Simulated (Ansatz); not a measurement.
Species: CH9Si3, net charge 0, doublet state. It need not be the lowest isomer of its formula. SMILES: C[Si]([SiH3])[SiH3]
Geometry: optimised at B3LYP-D3(BJ)/def2-TZVP (Ansatz, a program for electronic structure).

Wanted: atomisation energy (electronic, to ground-state atoms), in kcal/mol. Valence correlation only, unless marked. UHF or UKS for open shells. Spin-orbit coupling is left out. Non-relativistic. The coupled-cluster limit lacks core correlation, which all-electron functionals hold. CBS marks a two-point X^-3 extrapolation of the correlation energy; Hartree-Fock from the larger set.

```csv
level,program,atomisation energy (kcal/mol)
HF/cc-pV(Q+d)Z,Ansatz,739.7
```

**Question.** What does CCSD(T)/CBS(cc-pV(T+d)Z,cc-pV(Q+d)Z) (Ansatz) give?

**Answer.** 961.4 kcal/mol
